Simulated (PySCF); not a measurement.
PySCF 2.14 output of a UHF calculation on a single atom or ion in x2c-TZVPPall, with scalar relativity by spin-free X2C-1e:

```
SCF conv_tol = 1e-09
number electrons alpha = 38  beta = 35
cycle= 1 E= -15600.0044627173  delta_E= -0.00439  |g|= 0.0213  |ddm|= 0.058
cycle= 2 E= -15600.0046364169  delta_E= -0.000174  |g|= 0.00471  |ddm|= 0.0132
cycle= 3 E= -15600.0046461236  delta_E= -9.71e-06  |g|= 0.00109  |ddm|= 0.00538
cycle= 4 E= -15600.0046463602  delta_E= -2.37e-07  |g|= 0.000303  |ddm|= 0.000923
cycle= 5 E= -15600.004646432  delta_E= -7.19e-08  |g|= 6.28e-05  |ddm|= 0.00117
cycle= 6 E= -15600.0046464383  delta_E= -6.2e-09  |g|= 1.69e-05  |ddm|= 0.000425
cycle= 7 E= -15600.004646439  delta_E= -7.46e-10  |g|= 2.45e-06  |ddm|= 0.00019
converged SCF energy = -15600.004646439  <S^2> = 3.7788711  2S+1 = 4.0144096
```

The run itself started from symmetry-adapted Hartree-Fock orbitals and held the occupation by maximum overlap, so the iterations belong to that start.

Q: Which element, charge and spin multiplicity is this?

A: Ta (tantalum, neutral), multiplicity 4; the state was [Xe] 4f14 5d3 6s2, high-spin 4F determinant.

Spin-orbit coupling, absent here, splits the open shell strongly.
